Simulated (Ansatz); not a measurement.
# Nudged elastic band run: Ba$_{16}$C

input.yaml

```yaml
crystal:
  lattice:
    - [10.04, 0.0, 0.0]
    - [0.0, 10.04, 0.0]
    - [0.0, 0.0, 10.04]
  atoms:
    - { symbol: Ba, position: [0.02067605, -0.00013976, 0.01316743] }
    - { symbol: Ba, position: [0.48731318, -0.0002183, 0.00931769] }
    - { symbol: Ba, position: [-0.009774, 0.49978486, -0.01128214] }
    - { symbol: Ba, position: [0.02051292, -0.00014183, 0.48598906] }
    - { symbol: Ba, position: [0.2309664, 0.23740029, 0.24972579] }
    - { symbol: Ba, position: [0.50550272, 0.49984277, 0.00649309] }
    - { symbol: Ba, position: [0.48742775, -0.00021744, 0.49007526] }
    - { symbol: Ba, position: [0.76140593, 0.24108567, 0.24957494] }
    - { symbol: Ba, position: [-0.00986622, 0.49978468, 0.51059286] }
    - { symbol: Ba, position: [0.23087558, 0.76220695, 0.24972892] }
    - { symbol: Ba, position: [0.26001491, 0.26082336, 0.74956835] }
    - { symbol: Ba, position: [0.50568891, 0.4998401, 0.49284126] }
    - { symbol: Ba, position: [0.76144296, 0.75859927, 0.24957518] }
    - { symbol: Ba, position: [0.74481354, 0.24217371, 0.74968825] }
    - { symbol: Ba, position: [0.25997018, 0.73881003, 0.74956692] }
    - { symbol: Ba, position: [0.74490485, 0.75749295, 0.74968895] }
    - { symbol: C, position: [0.12735264, -0.0001566, 0.24964519] }
basis:
  ecutwfc: 420.0
kpoints:
  mp_grid: { grid: [2, 2, 2] }
hamiltonian:
  xc: pbe
scf:
  occupations: { method: gaussian, width: 0.15 }
  lower_state_search: "off"
neb:
  images: 5
  f_tol: 0.05
  initial_path: idpp
  max_iterations: 31
  final_atoms:
    - { symbol: Ba, position: [0.00010438, 0.02299915, 0.01125154] }
    - { symbol: Ba, position: [0.50020908, -0.01102915, -0.01294435] }
    - { symbol: Ba, position: [0.00021019, 0.48477775, 0.01082535] }
    - { symbol: Ba, position: [0.00010759, 0.02264057, 0.48795539] }
    - { symbol: Ba, position: [0.23907465, 0.2278778, 0.24975331] }
    - { symbol: Ba, position: [0.5001605, 0.50648525, 0.00818594] }
    - { symbol: Ba, position: [0.50020771, -0.01111518, 0.51209799] }
    - { symbol: Ba, position: [0.76126945, 0.22803289, 0.24974984] }
    - { symbol: Ba, position: [0.00021247, 0.48477023, 0.48839177] }
    - { symbol: Ba, position: [0.23936277, 0.76446678, 0.2495204] }
    - { symbol: Ba, position: [0.2628414, 0.26104491, 0.74951758] }
    - { symbol: Ba, position: [0.50016583, 0.50669307, 0.49110863] }
    - { symbol: Ba, position: [0.76096672, 0.7644583, 0.24951802] }
    - { symbol: Ba, position: [0.73752987, 0.26108628, 0.74951951] }
    - { symbol: Ba, position: [0.24122348, 0.74363178, 0.74961577] }
    - { symbol: Ba, position: [0.75907754, 0.74353806, 0.74961132] }
    - { symbol: C, position: [0.00013259, 0.1261507, 0.2496917] }
  order_check: true
```

Command:

```bash
$ ansatz run input.yaml --threads 4 --pin off --max-ram 10240MiB --backend cpu --events-out ev --progress --plain --runs-dir out
```

Output, in part (warnings, iteration lines):

```
NEB end point (image 0): max|allowed force component| = 2.183e-2 eV/Å (the criterion of neb.relax_end_points is 1.000e-2)
NEB end point (image 6): max|allowed force component| = 2.377e-2 eV/Å (the criterion of neb.relax_end_points is 1.000e-2)
NEB iter   1: max|band force component| = 8.828e-1 eV/Å  barrier→ = 0.3848 eV  barrier← = 0.3843 eV  Δτ_max = 0.1540 Å  (58 SCF iters)
NEB iter   2: max|band force component| = 4.090e-1 eV/Å  barrier→ = 0.1957 eV  barrier← = 0.1953 eV  CI = image 3  Δτ_max = 0.1997 Å  (40 SCF iters)
NEB iter   3: max|band force component| = 2.975e-1 eV/Å  barrier→ = 0.0461 eV  barrier← = 0.0457 eV  CI = image 3  Δτ_max = 0.2000 Å  (41 SCF iters)
NEB iter   4: max|band force component| = 2.145e-1 eV/Å  barrier→ = 0.0116 eV  barrier← = 0.0112 eV  CI = image 4  Δτ_max = 0.0752 Å  (39 SCF iters)
NEB iter   5: max|band force component| = 6.089e-2 eV/Å  barrier→ = 0.0020 eV  barrier← = 0.0016 eV  CI = image 4  Δτ_max = 0.0466 Å  (36 SCF iters)
NEB iter   6: max|band force component| = 6.011e-2 eV/Å  barrier→ = 0.0004 eV  barrier← = -0.0000 eV  CI = image 4  Δτ_max = 0.0562 Å  (36 SCF iters)
NEB iter   7: max|band force component| = 8.981e-2 eV/Å  barrier→ = -0.0004 eV  barrier← = -0.0008 eV  CI = image 2  Δτ_max = 0.0246 Å  (34 SCF iters)
NEB iter   8: max|band force component| = 1.891e-2 eV/Å  barrier→ = -0.0007 eV  barrier← = -0.0012 eV  CI = image 2  CI's point: of a kind that is not told: the force calls were inconclusive, a negative curvature could not be distinguished from the path's own, the only one lies far off the path, or fixed occupations may fill a level only in part  Δτ_max = 0.0000 Å  (355 SCF iters)
```

The run converged. The highest image is an end point: on this band no image between the ends rises above it. Inner images lie up to 0.009 eV below the lower end, so the ends aren't the lowest states on this path. Limits of this set-up: coarse k mesh.

Final band (atoms are numbered from 1 in the order of the input):

```json
{"image": "0", "path coordinate (Å)": "0.00", "energy (eV)": "0.000", "Ba10–C17 (Å)": "2.60", "Ba8–C17 (Å)": "4.40"}
{"image": "1", "path coordinate (Å)": "0.50", "energy (eV)": "-0.003", "Ba10–C17 (Å)": "2.63", "Ba8–C17 (Å)": "3.98"}
{"image": "2", "path coordinate (Å)": "1.00", "energy (eV)": "-0.001", "Ba10–C17 (Å)": "2.70", "Ba8–C17 (Å)": "3.49"}
{"image": "3", "path coordinate (Å)": "1.49", "energy (eV)": "-0.009", "Ba10–C17 (Å)": "2.93", "Ba8–C17 (Å)": "2.91"}
{"image": "4", "path coordinate (Å)": "1.97", "energy (eV)": "-0.001", "Ba10–C17 (Å)": "3.53", "Ba8–C17 (Å)": "2.69"}
{"image": "5", "path coordinate (Å)": "2.46", "energy (eV)": "-0.003", "Ba10–C17 (Å)": "3.99", "Ba8–C17 (Å)": "2.63"}
{"image": "6", "path coordinate (Å)": "2.94", "energy (eV)": "0.000", "Ba10–C17 (Å)": "4.35", "Ba8–C17 (Å)": "2.61"}
```

The run took 18 min on 4 threads of Arm Neoverse V2 (shared host), peak memory 6.3 GiB.
